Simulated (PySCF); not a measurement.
Ga(Me)2(AsH2) (C₂H₈AsGa), SMILES [CH3][Ga]([CH3])[AsH2]. Atoms are numbered in the order given.

```xyz
12

Ga     0.3991    -0.6067     0.3364
C      2.1505    -1.1679    -0.4147
H      2.2838    -2.2658    -0.3316
H      2.9590    -0.6930     0.1823
H      2.2822    -0.8635    -1.4708
C     -0.3372    -1.4509     1.9776
H     -1.0036    -2.2874     1.6758
H     -0.9460    -0.7420     2.5725
H      0.4637    -1.8733     2.6171
As    -0.8035     1.2727    -0.6809
H     -2.1592     0.5674    -0.4892
H     -0.6162     0.6809    -2.0905
```

Geometry optimised at PBE-D3(BJ)/def2-SVP. The isomer is the one that the SMILES or the coordinates give; other isomers of the formula were not compared.

The numbers are results of PySCF 2.14.0 with PBE-D3(BJ)/def2-SVP, not measurements.

Frequencies are harmonic and unscaled.

A small imaginary wavenumber (i) marks a very flat motion, where grid noise or a shallow saddle decides the sign.

| mode | ν (cm⁻¹) | IR (km/mol) | moving atoms (share of kinetic energy) |
|---|---|---|---|
| 1 | 7i | 0.0 | H 98 % |
| 2 | 27 | 0.0 | H 97 % |
| 3 | 85 | 2.2 | H 45 %, C 28 %, Ga 14 %, As 13 % |
| 4 | 114 | 0.1 | H 74 %, C 16 %, Ga 8 % |
| 5 | 123 | 1.2 | Ga 39 %, C 30 %, H 28 % |
| 6 | 138 | 3.7 | C 53 %, H 35 %, As 9 % |
| 7 | 235 | 8.9 | As 47 %, Ga 44 % |
| 8 | 464 | 7.3 | H 96 % |
| 9 | 519 | 28.6 | C 67 %, H 22 %, Ga 10 % |
| 10 | 539 | 2.2 | H 96 % |
| 11 | 560 | 36.0 | C 56 %, Ga 23 %, H 21 % |
| 12 | 600 | 2.2 | H 83 %, C 17 % |
| 13 | 674 | 18.3 | H 80 %, C 17 % |
| 14 | 680 | 25.3 | H 79 %, C 18 % |
| 15 | 745 | 102.0 | H 77 %, C 21 % |
| 16 | 954 | 23.2 | H 99 % |
| 17 | 1157 | 11.3 | H 80 %, C 20 % |
| 18 | 1161 | 0.7 | H 82 %, C 18 % |
| 19 | 1371 | 0.8 | H 96 % |
| 20 | 1373 | 1.5 | H 96 % |
| 21 | 1378 | 1.0 | H 95 % |
| 22 | 1381 | 5.2 | H 95 % |
| 23 | 2118 | 68.6 | H 99 % |
| 24 | 2138 | 83.2 | H 99 % |
| 25 | 2967 | 4.6 | H 97 % |
| 26 | 2969 | 4.2 | H 97 % |
| 27 | 3060 | 5.1 | H 91 %, C 9 % |
| 28 | 3062 | 6.2 | H 91 %, C 9 % |
| 29 | 3088 | 4.4 | H 90 %, C 10 % |
| 30 | 3092 | 4.6 | H 91 %, C 9 % |
